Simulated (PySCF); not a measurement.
# Frontier levels across methods

Compound: ClH5OSi2.
Geometry (PBE0-D3(BJ)/def2-SVP, Å), atoms numbered from 1 in this order:
```
atom  x, y, z in Å
Si1   -1.564    0.225    0.018
O2    -0.113   -0.590    0.111
Si3    1.519   -0.441    0.000
Cl4    2.020    1.565   -0.095
H5    -1.812    0.674   -1.383
H6    -2.635   -0.720    0.439
H7    -1.550    1.410    0.923
H8     2.154   -1.019    1.210
H9     2.006   -1.090   -1.244
```

Basis pcSseg-2 throughout (PySCF), one geometry. Isolated species at its PBE0-D3(BJ)/def2-SVP geometry (one conformer only).

Q: How do the orbital energies, the gap and the dipole change with the method?

A: 
```tsv
method	kind	HOMO (eV)	LUMO (eV)	gap (eV)	μ (D)	SCF cycles
BLYP	GGA	-7.32	-0.99	6.33	0.93	15
OPBE	GGA	-7.40	-0.93	6.47	0.97	15
PBE	GGA	-7.41	-1.14	6.27	0.94	14
B97-D	GGA	-7.46	-0.96	6.50	0.98	15
LDA	LDA	-7.46	-1.39	6.06	0.95	14
KT2	GGA	-7.49	-1.29	6.20	0.95	16
BP86	GGA	-7.52	-1.16	6.37	0.95	14
KT3	GGA	-7.55	-1.16	6.39	0.96	16
B97-2	global hybrid	-8.56	-0.25	8.31	1.00	13
B3LYP	global hybrid	-8.59	-0.49	8.10	0.98	13
PBE0	global hybrid	-8.80	-0.29	8.51	1.00	12
mPW1PW91	global hybrid	-8.84	-0.28	8.56	0.99	12
BHandHLYP	global hybrid	-10.11	0.55	10.66	1.04	10
CAM-B3LYP	range-separated hybrid	-10.19	0.66	10.85	1.02	12
wB97X-D	range-separated hybrid	-10.69	1.46	12.15	1.01	12
LC-wPBE	range-separated hybrid	-11.55	1.81	13.36	1.05	12
HF	Hartree–Fock	-12.18	2.56	14.74	1.10	10
```

The HOMO spans 4.86 eV, from BLYP down to HF, and the gap runs from 6.06 eV (LDA) to 14.74 eV (HF). Over the methods BLYP (0 %), OPBE (0 %), PBE (0 %), B97-D (0 %), LDA (0 %), KT2 (0 %), BP86 (0 %), KT3 (0 %), B97-2 (21 %), B3LYP (20 %), PBE0 (25 %), mPW1PW91 (25 %), BHandHLYP (50 %), HF (100 %), a straight line through the gap against the share of exact exchange rises by 0.85 eV for each 10 % (correlation coefficient 0.999). The dipole ranges from 0.93 D (BLYP) to 1.10 D (HF). This basis has no diffuse functions.

The vertical ΔSCF ionisation energy at CAM-B3LYP/def2-SVPD is 11.03 eV; −ε(HOMO) comes closest to it with wB97X-D (10.69 eV).
